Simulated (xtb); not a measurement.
C2H6Bi, SMILES [CH3][Bi+][CH3] (connectivity only; charge and spin as stated), charge +1, multiplicity 1. All values are semi-empirical tight-binding results from xtb (GFN2-xTB unless named), good for trends rather than for accurate numbers. Geometry optimised at GFN2-xTB. The multiplicity is an assumed one; other spin states were not compared. The isomer is the one that the SMILES or the coordinates give; other isomers of the formula were not compared.

A frequency run showed that this geometry is not a minimum.

For metal compounds this method's bond lengths and energies can be far off.

**Question.** Estimate the properties. (An estimate is asked for; the answer gives what the named calculation found.)

**Answer.** 
The point group as xtb finds it comes out as Cs and the orbital gap is 0.47 eV.
